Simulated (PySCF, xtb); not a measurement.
Cu2, SMILES [Cu][Cu], multiplicity 1.

xtb 6.7.1 with GFN2-xTB at its own geometry gives an orbital gap of 5.67 eV and a dipole moment of 0.00 D.

Geometry optimised at B3LYP-D3(BJ)/def2-TZVP. The spin state was assumed, not searched.

What does PBE/def2-TZVPD (PySCF) give? (The exact figures need the calculation; the answer reports its results.)

gap 1.77 eV (levels -4.85 and -3.08 eV), dipole 0.00 D.
